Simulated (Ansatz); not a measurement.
A CCSD(T) single point on `O=C(/C=C/O)C(F)(F)F`.

```yaml
crystal:
  periodic: [false, false, false]
  atoms:
    - {symbol: O, position_ang: [-1.507704, -1.231132, -0.168669]}
    - {symbol: C, position_ang: [-0.554922, -0.646777, 0.282754]}
    - {symbol: C, position_ang: [0.217677, 0.390786, -0.377038]}
    - {symbol: C, position_ang: [-0.123780, 0.769610, -1.617963]}
    - {symbol: O, position_ang: [0.471694, 1.695228, -2.357757]}
    - {symbol: C, position_ang: [-0.059155, -0.997790, 1.707523]}
    - {symbol: F, position_ang: [1.213582, -1.418725, 1.664598]}
    - {symbol: F, position_ang: [-0.093063, 0.089988, 2.491495]}
    - {symbol: F, position_ang: [-0.791698, -1.939657, 2.268523]}
    - {symbol: H, position_ang: [1.055938, 0.839156, 0.145261]}
    - {symbol: H, position_ang: [-0.964996, 0.310045, -2.126086]}
    - {symbol: H, position_ang: [1.213629, 2.083969, -1.878640]}
basis:
  gaussian: {orbitals: def2-SVP}
correlation: {method: ccsd_t}
```

```sh
$ ansatz run in.yaml --threads 2 --pin off --events-out ev --progress --plain --max-ram 32768MiB --backend cuda --devices 0, --max-vram 18GiB
```

Log, shortened:

```
Functional definition: HF
1387 factors; integrals over basis functions are off by at most 1.1e-3 eV
mean field evaluation 1: about -16340.6092 eV, gradient 5.8e1 eV
mean field evaluation 2: about -16340.8224 eV, gradient 5.8e1 eV
mean field evaluation 4: about -16347.6573 eV, gradient 6.3e0 eV
mean field evaluation 8: about -16347.7978 eV, gradient 6.2e-1 eV
mean field evaluation 16: about -16347.8016 eV, gradient 4.7e-6 eV
mean field -16347.80156044 eV, -600.7706264082 hartree, gradient 4.7e-6 eV, S^2 0.000000; 0 other end points of the search recorded, 0 dependent functions left out
9 core orbitals not correlated: weight in the atoms' cores, before any rotation towards them, 1.000 or more for the frozen orbitals, at most 0.000 for the correlated occupied ones
reference -16347.80156044 eV, -600.7706264082 hartree; 26, 26 occupied and 106, 106 virtual orbitals, 1387 factors
second order -38.69533277 eV of doubles, -0.00000000 eV of singles
cycle   1  -38.44797832 eV  change    2.5e-1 eV  update   1.5e-1
cycle   2  -39.35366992 eV  change   -9.1e-1 eV  update   4.6e-2
cycle   3  -39.60902242 eV  change   -2.6e-1 eV  update   2.4e-2
cycle   4  -39.59999008 eV  change    9.0e-3 eV  update   6.7e-3
cycle   5  -39.59145505 eV  change    8.5e-3 eV  update   3.1e-3
cycle   6  -39.59262589 eV  change   -1.2e-3 eV  update   1.3e-3
cycle   7  -39.59282402 eV  change   -2.0e-4 eV  update   4.9e-4
cycle   8  -39.59241184 eV  change    4.1e-4 eV  update   2.4e-4
cycle   9  -39.59250202 eV  change   -9.0e-5 eV  update   9.3e-5
cycle  10  -39.59262572 eV  change   -1.2e-4 eV  update   4.0e-5
cycle  11  -39.59259049 eV  change    3.5e-5 eV  update   1.4e-5
perturbative correction -1.12041181 eV, -0.0411743746 hartree
Total energy: -16388.51456274 eV, -602.2668016466 hartree
```

It took 10 s on 2 threads of an AMD EPYC 7R13 on a shared host and a share of an NVIDIA H100 80 GB, with 0.8 GiB of host memory at the peak.

Correlation energy per correlated electron: -0.783 eV. T1 diagnostic: 0.0145.
